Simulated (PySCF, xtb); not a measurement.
C₂H₂ClF₃, SMILES FC(F)[C@H](F)Cl.

xtb with GFN2-xTB at its own geometry gives an orbital gap of 6.72 eV and a dipole moment of 2.96 D.

Geometry: PBE-D3(BJ)/def2-SVP. One conformer was computed; it need not be the lowest.

### Question
What does PBE/def2-TZVP in PySCF give? (An estimate is asked for; the answer gives what the named calculation found.)

### Answer
gap 6.59 eV (levels -7.73 and -1.14 eV), dipole 2.08 D.
